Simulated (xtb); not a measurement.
GeH3Br, SMILES [GeH3][Br]. All values are semi-empirical tight-binding results from xtb (GFN2-xTB unless named), good for trends rather than for accurate numbers. The structure is a stationary point at GFN2-xTB.

Optimised geometry:

Bonds (Å): Ge1–Br2 2.258, Ge1–H3 1.499, Ge1–H4 1.499, Ge1–H5 1.499. Bond angles (°): Br2–Ge1–H3 107.3, Br2–Ge1–H4 107.3, Br2–Ge1–H5 107.3, H3–Ge1–H4 111.6, H3–Ge1–H5 111.6, H4–Ge1–H5 111.6.

For metal compounds this method's bond lengths and energies can be far off.

Computed properties:
```yaml
point_group_as_xtb_finds_it: C3v
orbital_gap: 6.72 eV
zero_point_energy: 14.0 kcal/mol
G − E(el) at 298.15 K (modified RRHO): -2.7 kcal/mol
```

Computed atomic charges and the Wiberg bond orders between heavy atoms:
charges (e) Ge1 0.18, Br2 -0.14, H3 -0.01, H4 -0.01, H5 -0.01. Bond orders Ge1–Br2 1.20.
